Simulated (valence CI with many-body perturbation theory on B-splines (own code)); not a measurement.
# Missing levels of Bi LXIX

Level of theory: valence CI with perturbative core correlation (CI+MBPT): five valence electrons over a frozen Dirac-Fock core [Ne], a basis of 11 s, 11 p, 10 d, 8 f, 5 g, 2 h functions for each j, with the one-electron correlation potential Σ1, the two-electron term Σ2, the three-electron term Σ3, Breit, model QED; selected CI, second order for the rest, scaled by the run's own slope (own B-spline code, finite nucleus).

No measured spectrum was set against this ion. As an estimate, large intervals hold to a few tenths of a per cent, small ones and those within an open d or f shell to about a per cent. Among the levels kept, up to 3300 cm⁻¹ of a level comes from second order outside the variational space, and about a tenth of that is noise between levels of different J, which matters for small intervals.

```csv
Level,E (Ry)
(3s^2 3p1/2^2 3p3/2) J=3/2,0.000
(3s^2 3p1/2^2 3d3/2) J=3/2,19.580
(3s^2 3p1/2^2 3d5/2) J=5/2,30.932
(3s^2 3p1/2 3p3/2^2) J=3/2,44.375
(3s^2 3p1/2 3p3/2^2) J=5/2,?
(3s^2 3p1/2 3p3/2^2) J=1/2,?
(3s 3p1/2^2 3p3/2^2) J=5/2,59.865
(3s 3p1/2^2 3p3/2^2) J=3/2,62.222
(3s 3p1/2^2 3p3/2^2) J=1/2,62.537
(3s^2 3p1/2 3p3/2 3d3/2) J=5/2 [a],63.690
(3s^2 3p1/2 3p3/2 3d3/2) J=1/2 [a],64.001
(3s^2 3p1/2 3p3/2 3d3/2) J=3/2 [a],64.066
(3s^2 3p1/2 3p3/2 3d3/2) J=7/2,?
(3s^2 3p1/2 3p3/2 3d3/2) J=5/2 [b],67.315
(3s^2 3p1/2 3p3/2 3d3/2) J=1/2 [b],68.306
(3s^2 3p1/2 3p3/2 3d3/2) J=3/2 [b],?
(3s^2 3p1/2 3p3/2 3d5/2) J=7/2 [a],?
(3s^2 3p1/2 3p3/2 3d5/2) J=9/2,74.962
(3s^2 3p1/2 3p3/2 3d5/2) J=3/2 [a],?
(3s^2 3p1/2 3p3/2 3d5/2) J=5/2 [a],75.319
```

Levels are named by their leading jj configuration (3d3/2^4 stands for four electrons in 3d with j = 3/2), which in mixed levels can hold well under half, so a name can repeat and another be missing. Letters in brackets count levels of one name in rising energy.

(1) The levels stand in rising order. What does the calculation give for the missing energies?

Answers

(1) (3s^2 3p1/2 3p3/2^2) J=5/2 45.347; (3s^2 3p1/2 3p3/2^2) J=1/2 46.668; (3s^2 3p1/2 3p3/2 3d3/2) J=7/2 64.720; (3s^2 3p1/2 3p3/2 3d3/2) J=3/2 [b] 68.466; (3s^2 3p1/2 3p3/2 3d5/2) J=7/2 [a] 73.886; (3s^2 3p1/2 3p3/2 3d5/2) J=3/2 [a] 75.031.
